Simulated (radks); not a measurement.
Problem. Neutral rhenium, [Xe] 4f14 5d5 6s2. Calculated with a radial shooting solver on a logarithmic mesh with Libxc functionals: non-relativistic Kohn-Sham, PBE, spin-polarised, spherical densities, point nucleus. Every spin shell is full or empty, so the densities are truly spherical. Functionals are evaluated on that one density, not self-consistently. Rank these exchange functionals by their error against the exact value of the orbitals, and give that value: LDA, PBE, PBEsol, revPBE, PW86, OPTX, AM05, SOGGA, B86b, revTPSS, TASK, MVS.

Solution. Exact: -309.923 hartree. From best to worst, with 100 (|E| - |E exact|)/|E exact| (equal figures are ties): B86b +0.12, MVS +0.14, revPBE -0.15, PBE -0.24, PW86 -0.25, revTPSS -0.81, PBEsol -1.74, SOGGA -1.75, TASK -1.82, OPTX +1.92, AM05 -3.61, LDA -3.81.
